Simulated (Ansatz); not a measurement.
Ideal-gas functions of `[OH][GaH][F]` at 800 K and 1 bar, from an Ansatz frequency run at PBE0-D4/def2-TZVP.

Molar mass 106.74 g/mol, point group Cs (symmetry number 1), electronic degeneracy 1, moments of inertia 26.495, 78.851, 105.346 u Å². Harmonic wavenumbers (cm⁻¹, unscaled): 204, 360, 475, 577, 690, 724, 834, 2059, 3906.

Use S(trans) = R[1.5 ln M + 2.5 ln T − 1.1517]; rotational temperatures θ = 24.2544 K / I; S(rot) = R[ln(√π/σ · √(T³/θAθBθC)) + 1.5]; for each mode x = 1.438777 ν̃/T, S = R[x/(eˣ − 1) − ln(1 − e⁻ˣ)] and H = RT x/(eˣ − 1); 1 cm⁻¹ = 0.0119627 kJ/mol; R = 8.31446 J/(mol·K).

**Question.** By hand: the entropy, in J/(mol·K).

**Answer.** Translation 187.6. Rotation: θ = 0.9154, 0.3076, 0.2302 K, giving 112.0. Vibration, mode by mode: 16.70, 12.07, 9.87, 8.37, 7.03, 6.68, 5.68, 0.99, 0.06, in all 67.5. Electronic 0.0. Sum 367.1 J/(mol·K).

**Question.** By hand: H − E and G − E in kJ/mol, counted from the electronic energy.

**Answer.** Zero-point energy ½ × 9829 × 0.0119627 = 58.8; thermal vibration 28.4; translation, rotation and pV give 4 RT = 26.6. H − E = 113.8 kJ/mol, and G − E = 113.8 − 800 × 367.1/1000 = -179.9 kJ/mol.

Vibration gives 18 % of the entropy. The sum counts one conformer and one mirror image; others add a mixing term.
